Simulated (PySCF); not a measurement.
Dipole response of Tb⁴⁵⁺ (terbium, charge +45)

[Ar] 3d2, high-spin 3F determinant. Calculation: PySCF 2.14, in an even-tempered Gaussian basis (18 s from 9.6 bohr⁻², ratio 2.5; 12 p from 12 bohr⁻², ratio 2.5; 7 d from 12 bohr⁻², ratio 2.5; 4 f from 44 bohr⁻², ratio 2.7; 3 g from 65 bohr⁻², ratio 2.7); scalar relativity by spin-free X2C-1e. Coupled (time-dependent) response in atomic units; α is the mean over directions.

```csv
method,mean α (bohr³),C₆ (like pair),S(−4)
UHF,0.006017,0.0005311,2.692e-05
PBE0,0.006000,0.0005285,2.691e-05
```

S(−4) is the Cauchy moment in α(ω) = α(0) + S(−4) ω² + …

Spin-orbit coupling is absent.

α(iu) at UHF:

```json
{"u (hartree)": "0", "α(iu) (bohr³)": "0.006017"}
{"u (hartree)": "2.00", "α(iu) (bohr³)": "0.005911"}
{"u (hartree)": "4.00", "α(iu) (bohr³)": "0.005621"}
{"u (hartree)": "8.00", "α(iu) (bohr³)": "0.004741"}
{"u (hartree)": "12.0", "α(iu) (bohr³)": "0.003847"}
{"u (hartree)": "16.0", "α(iu) (bohr³)": "0.003137"}
{"u (hartree)": "20.0", "α(iu) (bohr³)": "0.002618"}
{"u (hartree)": "30.0", "α(iu) (bohr³)": "0.001852"}
{"u (hartree)": "40.0", "α(iu) (bohr³)": "0.001454"}
{"u (hartree)": "60.0", "α(iu) (bohr³)": "0.001030"}
{"u (hartree)": "100", "α(iu) (bohr³)": "0.0006216"}
```

For an ion, C₆ is the dispersion term alone; charge-induced terms of lower order in 1/R come first.

Spin-orbit coupling is strong in this species (close to jj coupling), so the high-spin LS determinant is a model state, not a physical level.
